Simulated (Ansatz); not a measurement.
Geometry optimisation, RKS PBE/def2-SVP (Ansatz).

Input file:

```yaml
crystal:
  periodic: [false, false, false]
  atoms:
    - { symbol: Sn, position_ang: [-0.020787, 0.0, -0.812463] }
    - { symbol: Cl, position_ang: [1.955236, 0.0, 2.201909] }
    - { symbol: H, position_ang: [2.35285, 0.0, 0.921417] }
    - { symbol: H, position_ang: [-1.24735, 1.278337, -0.521231] }
    - { symbol: H, position_ang: [-1.24735, -1.278337, -0.521231] }
basis:
  gaussian: { orbitals: def2-SVP }
hamiltonian:
  xc: pbe
relax:
  f_tol: 0.03
  max_steps: 50
```

Run as:

```bash
$ ansatz run input.yaml --threads 1 --pin off --max-ram 2048MiB --backend cpu --events-out ev --progress --plain --runs-dir out
```

Task: Where does it end, and by what steps?

Result: The run converged. After 8 steps the energy has fallen by 0.193 eV; Cl2 moved furthest, 0.83 Å.

| step | energy less start (eV) | largest force component (eV/Å) | accepted |
| --- | --- | --- | --- |
| 0 | 0.0000 | 1.001 | yes |
| 1 | -0.0492 | 0.655 | yes |
| 2 | -0.0561 | 0.810 | yes |
| 3 | -0.1031 | 0.429 | yes |
| 4 | -0.1232 | 0.925 | yes |
| 5 | -0.1838 | 0.154 | yes |
| 6 | -0.1901 | 0.179 | yes |
| 7 | -0.1924 | 0.057 | yes |
| 8 | -0.1925 | 0.010 | yes |

```xyz
5
Properties=species:S:1:pos:R:3
Sn -0.024 0.000 -0.979
Cl 1.367 0.000 1.612
H 2.572 0.000 1.125
H -1.061 1.275 -0.245
H -1.061 -1.275 -0.245
```

Whether the end is a true minimum wasn't checked by a vibrational analysis.

Time of the run: 6.6 s on 1 thread of Intel(R) Xeon(R) Platinum 8488C (Sapphire Rapids) (shared host), peak memory 0.11 GiB.
